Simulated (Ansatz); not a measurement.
Reaction (SMILES): OB(Br)Br [dibromoborinic acid] → [O]B(Br)Br + H atom (the H-O bond at the site shown breaks; other sites are not compared here)
Each molecule is optimised on its own at B3LYP-D3(BJ)/def2-TZVP (Ansatz, a quantum-chemistry and plane-wave program), one conformer each, not searched for the lowest. Frequencies are from Ansatz.

Quantity: bond dissociation energy (0 K, with B3LYP-D3(BJ) harmonic zero-point energies), in kcal/mol. Valence correlation only, unless marked. UHF or UKS for open shells. Spin-orbit coupling is left out. The frozen core is the preceding noble-gas configuration, with the filled d and f shells of earlier blocks. Non-relativistic. Basis-set limits of correlation are two-point, X^-3; Hartree-Fock from the larger set (for Q and 5 zeta extrapolated as (X+1)exp(-9√X)).

```csv
level,program,bond dissociation energy (kcal/mol)
HF/aug-cc-pVDZ,Ansatz,78.9
HF/cc-pV5Z,Ansatz,79.0
B3LYP-D3(BJ)/def2-TZVPD,Ansatz + dftd3,104.1
B3LYP/def2-TZVPD,Ansatz,103.4
PBE0/def2-QZVPP,Ansatz,104.8
LC-wPBE/def2-TZVPD,Ansatz,107.8
"MP2/CBS(cc-pVQZ,cc-pV5Z)",Ansatz,119.3
```

Task: Estimate the value at CCSD(T)/CBS(cc-pVQZ,cc-pV5Z) as computed with Ansatz.

Result: 111.8 kcal/mol, so MP2/CBS(cc-pVQZ,cc-pV5Z) differs from it by 7.5 kcal/mol.
